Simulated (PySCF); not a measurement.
## Ionising MgSe

r²SCANh; Mg aug-cc-pVDZ, Se aug-cc-pVDZ-PP with ECP10; scalar-relativistic core potentials (PySCF 2.14). Neutral (UKS): singlet (closed shell), Re = 2.263 Å, ωe = 435 cm⁻¹, De = 1.94 eV, HOMO -5.26 eV, LUMO -4.03 eV.

MgSe⁻ (UKS): doublet (σ ↑), Re = 2.349 Å, ωe = 384 cm⁻¹, De = 2.18 eV to Mg + Se⁻. The energies at the minima are -573.09294 hartree for MgSe and -573.17670 for MgSe⁻.

(1) Work out the adiabatic electron affinity, without and with harmonic zero-point energies (1 hartree = 27.2114 eV, 1 eV = 8065.5 cm⁻¹), and the change of the bond length.

Spin–orbit coupling is left out. For an ion De counts to the pair picked by the measured ionisation energies or electron affinities, which need not be the lowest pair at this level. States were picked by a PBE0 search and need not be the measured ground states.

Answers

(1) At r²SCANh: 0.08376 hartree = 2.279 eV between the minima; the zero-point term (435.0 − 384.0)/2 cm⁻¹ = +0.003 eV makes it 2.282 eV. Re changes by +8.6 pm against the neutral. The electron enters a σ orbital; the charge polarises the partner, so the anion is bound more strongly.
